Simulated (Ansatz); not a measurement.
Reaction: CH3BF2 (SMILES CB(F)F) → CH3BF (SMILES C[B]F, doublet) + F (doublet) (the B-F bond breaks)
Each species at its own B3LYP-D3(BJ)/def2-TZVP minimum (Ansatz, a program for electronic structure).

Total energies in hartree (Ansatz). Radicals and triplets start from unrestricted determinants; spin-orbit coupling is neglected. Cores are frozen in correlated methods. No relativity.

| species | HF/cc-pVTZ | CCSD(T)/cc-pVTZ | HF/cc-pVQZ | CCSD(T)/cc-pVQZ | CCSD(T)/cc-pVDZ | CCSDT(Q)/cc-pVDZ |
|---|---|---|---|---|---|---|
| 1: CH3BF2 (difluoro(methyl)borane, SMILES CB(F)F) | -263.42253 | -264.23833 | -263.44307 | -264.32071 | -263.96216 | -263.96402 |
| 2: CH3BF (SMILES C[B]F, doublet) | -163.80194 | -164.34170 | -163.81455 | -164.39165 | -164.17163 | -164.17316 |
| 3: F (doublet) | -99.40552 | -99.62036 | -99.41377 | -99.65026 | -99.52757 | -99.52776 |

Q: Work out the bond dissociation energy (electronic) in kcal/mol: take Hartree-Fock from cc-pVQZ, extrapolate the CCSD(T) correlation energy as X^-3 (X = 3, 4), and add CCSDT(Q) - CCSD(T) in cc-pVDZ. 1 hartree = 627.51 kcal/mol.

A: 
Species 1: correlation (64·(-0.87764) - 27·(-0.81580))/37 = -0.92277; step -0.00186; E1 = -263.44307 + (-0.92277) + (-0.00186) = -264.36770
Species 2: correlation (64·(-0.57710) - 27·(-0.53976))/37 = -0.60435; step -0.00153; E2 = -163.81455 + (-0.60435) + (-0.00153) = -164.42043
Species 3: correlation (64·(-0.23649) - 27·(-0.21484))/37 = -0.25229; step -0.00019; E3 = -99.41377 + (-0.25229) + (-0.00019) = -99.66625
-1·E1 +1·E2 +1·E3 = 0.28102 hartree = 176.3 kcal/mol.
